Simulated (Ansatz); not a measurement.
`C=C[Si](O)(O)[SiH3]` and `C[Si](O)(O)[SiH3]` differ in one atom or group.

Ansatz, PBE0-D4/def2-TZVP geometries, multiplicity 1. Each molecule was computed in one conformer, which needn't be the lowest.

| property | `C=C[Si](O)(O)[SiH3]` |
| --- | --- |
| LUMO energy (PBE/def2-TZVPP) / eV | -1.76 |
| HOMO–LUMO gap (PBE0/def2-TZVPP) / eV | 6.82 |
| HOMO energy (PBE0/def2-TZVPP) / eV | -7.63 |
| HOMO energy (PBE/def2-TZVPP) / eV | -6.48 |
| HOMO energy (ωB97M-V/def2-TZVPP) / eV | -9.70 |
| size of the dipole moment (ωB97M-V/def2-TZVPP) / D | 1.31 |

(1) Give the same properties after the change, and the shifts. (An estimate is asked.)

Results:

(1) Computed: 
```json
{"property": "LUMO energy (PBE/def2-TZVPP) / eV", "`C[Si](O)(O)[SiH3]`": "-0.54", "shift": "1.22"}
{"property": "HOMO–LUMO gap (PBE0/def2-TZVPP) / eV", "`C[Si](O)(O)[SiH3]`": "7.84", "shift": "1.02"}
{"property": "HOMO energy (PBE0/def2-TZVPP) / eV", "`C[Si](O)(O)[SiH3]`": "-7.51", "shift": "0.12"}
{"property": "HOMO energy (PBE/def2-TZVPP) / eV", "`C[Si](O)(O)[SiH3]`": "-6.28", "shift": "0.20"}
{"property": "HOMO energy (ωB97M-V/def2-TZVPP) / eV", "`C[Si](O)(O)[SiH3]`": "-9.60", "shift": "0.10"}
{"property": "size of the dipole moment (ωB97M-V/def2-TZVPP) / D", "`C[Si](O)(O)[SiH3]`": "2.57", "shift": "1.26"}
```

With PBE0 the HOMO rises by 0.12 eV and the LUMO rises by 1.15 eV, so the gap widens by about 1.03 eV. PBE moves the HOMO by 0.20 eV and ωB97M-V by 0.10 eV. Dipoles are sizes alone; their direction can turn.
